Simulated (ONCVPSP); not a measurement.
Potentials for arsenic compared

Generated with ld1.x 7.5 (TM, RRKJ, ultrasoft, PAW), atompaw 4.2 or ONCVPSP 4.0.1. The cutoff is in Ry: for ld1.x and atompaw files where the sum of valence levels is converged to 10 mRy in a Bessel basis, for ONCV files where the hardest occupied wave has 1 mHa per electron of residual kinetic energy. The error is the largest all-electron minus pseudo excitation energy over each file’s own four to seven test configurations (ionisations up to +4, promotions, holes and added fractions of an electron), all of which were solved. The labels leave out finer settings (local radius, basis sizes, second energies), which also bear on the numbers. Spin-polarised tests are not counted. The rows are a selection from randomly drawn settings: files with unsolved tests, undetermined cutoffs or missed reference levels are left out.

A true bound ghost makes a file unfit for plane-wave use even where its test errors are small: the radial tests pick states by their node count and pass the ghost by.

| potential | cutoff (Ry) | largest error (meV) | bound ghosts |
| --- | --- | --- | --- |
| ONCV, PBE, scalar-relativistic, rc 1.60/0.95/1.05 (spd), local smoothed, core correction no, reference 3p6 3d10 4s2 4p1, qcut 4.3/12.5/15.5, projectors 2/2/2 | 193 | -182 | none |
| ONCV, PBE, scalar-relativistic, rc 1.60/2.00/0.55 (spd), local d, core correction yes, reference 3d10 4s1.5 4p3.5, qcut 4.1/4.9/16, projectors 2/2/0 | 2014 | -4.3 | s, p |
| ONCV, PBE, scalar-relativistic, rc 1.00/1.20/1.15 (spd), local smoothed, core correction no, reference 3s2 3p6 3d10 4s1.75 4p3.25, qcut 10/13.6/15.5, projectors 2/2/2 | 179 | -15 | none |
| ONCV, PBEsol, fully relativistic, rc 1.75/1.80/0.75 (spd), local smoothed, core correction yes, reference 3d10 4s2 4p3, qcut 3.8/4.5/20.2, projectors 2/2/2 | 335 | -5.9 | s, p3/2, p1/2 |
| ONCV, PBEsol, scalar-relativistic, rc 0.80/0.55/1.20 (spd), local smoothed, core correction no, reference 3s2 3p6 3d10 4s2, qcut 18.7/15.2/12.6, projectors 2/2/1 | 265 | +217 | none |
| ONCV, PBEsol, scalar-relativistic, rc 1.05/0.90/0.90 (spd), local d, core correction no, reference 3s2 3p6 3d10 4s2 4p1, qcut 13.6/18.4/19.6, projectors 2/2/0 | 279 | -119 | s |
| ONCV, PBEsol, scalar-relativistic, rc 1.10/1.25/0.70/1.35 (spdf), local smoothed, core correction no, reference 3s2 3p6 3d10 4s2 4p3, qcut 13.8/9.2/19.3/8, projectors 2/2/2/2 | 335 | -7.8 | none |

Q: Fill in the row for As: ONCV, PBE, scalar-relativistic, rc 1.05/0.95/1.05/1.00 (spdf), local smoothed, core correction no, reference 3s2 3p6 3d10 4s2 4p3, qcut 9.5/14.3/15.6/11, projectors 3/2/2/1.

A: cutoff 190 Ry, largest error -12 meV, bound ghosts: s.

Q: Fill in the row for As: ONCV, PBEsol, scalar-relativistic, rc 1.40/1.65 (sp), local s, core correction yes, reference 4s2 4p2, qcut 5.9/4.6, projectors 0/1.

A: cutoff 20 Ry, largest error -27 meV, bound ghosts: none.
